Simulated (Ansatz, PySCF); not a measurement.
Potential energy curve for Ga₂, triplet.

Methods: UKS-BP86/6-31G* = unrestricted BP86/6-31G*, spherical d (PySCF); UCCSD = Ansatz (a program for electronic structure) with CCSD on UHF/cc-pVTZ, cores with 3d frozen; FCI = full CI/cc-pVTZ, cores with 3d frozen (Ansatz).

Energies relative to the lowest point of each curve near equilibrium, in kcal/mol:

```json
[
 {"R / Å": "2.62", "UKS-BP86/6-31G*": "0.7", "UCCSD": "0.6"},
 {"R / Å": "2.70", "UKS-BP86/6-31G*": "0.1", "UCCSD": "0.1"},
 {"R / Å": "2.74", "UKS-BP86/6-31G*": "0.0", "UCCSD": "0.0"},
 {"R / Å": "2.92", "UKS-BP86/6-31G*": "0.8", "UCCSD": "1.2"},
 {"R / Å": "3.07", "UKS-BP86/6-31G*": "2.5", "UCCSD": "3.3"},
 {"R / Å": "3.38", "UKS-BP86/6-31G*": "7.2", "UCCSD": "9.6"},
 {"R / Å": "4.50", "UKS-BP86/6-31G*": "23.3", "UCCSD": "23.8"},
 {"R / Å": "4.91", "UKS-BP86/6-31G*": "27.2", "UCCSD": "25.1"},
 {"R / Å": "5.28", "UKS-BP86/6-31G*": "29.9", "UCCSD": "25.8"},
 {"R / Å": "6.64", "UKS-BP86/6-31G*": "34.8", "UCCSD": "26.7"},
 {"R / Å": "7.36", "UKS-BP86/6-31G*": "35.1", "UCCSD": "26.9"},
 {"R / Å": "7.96", "UKS-BP86/6-31G*": "35.2", "UCCSD": "26.9"}
]
```

Q: What does FCI give at the same points?

A: 2.62: 0.7; 2.70: 0.1; 2.74: 0.0; 2.92: 1.1; 3.07: 3.1; 3.38: 8.6; 4.50: 23.8; 4.91: 26.2; 5.28: 27.6; 6.64: 29.2; 7.36: 29.5; 7.96: 29.6 (kcal/mol).

The scan ran from 2.17 to 7.96 Å; beyond the distances shown full CI changes its symmetry label.
